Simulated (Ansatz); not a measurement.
ClH₂NSn, SMILES `[NH2][Sn][Cl]`. Charge 0, multiplicity 1. Sn: def2 effective core potential. All single points use the PBE0-D4/def2-TZVP geometry. It is one conformer, not always the lowest.

```xyz
5

N     0.695   -0.286   -0.173
Sn   -1.251   -0.543   -0.574
Cl   -1.924    1.245    0.856
H     1.039    0.425    0.455
H     1.441   -0.840   -0.564
```

(1) What is the dipole moment at B3LYP/def2-TZVPP? (Estimate.)

(2) And with PBE, r2SCAN, ωB97M-V? (Estimate.)

(3) Give the Mulliken charges with B3LYP, r2SCAN, ωB97M-V in def2-TZVPP. (Estimate.)

Results:

(1) Computed: 3.19 D, with components (1.61, -2.18, -1.67) D in this frame, pointing from negative to positive charge.

(2) The calculation gave: PBE 3.08 D, r2SCAN 3.16 D, ωB97M-V 3.19 D.

(3) The calculation gave: 
| atom | B3LYP | r2SCAN | ωB97M-V |
| --- | --- | --- | --- |
| N1 | -0.55 | -0.59 | -0.52 |
| Sn2 | 0.69 | 0.69 | 0.67 |
| Cl3 | -0.44 | -0.44 | -0.41 |
| H4 | 0.16 | 0.18 | 0.14 |
| H5 | 0.14 | 0.16 | 0.12 |

B3LYP here is the variant with VWN-RPA as its local correlation; programs differ in this.
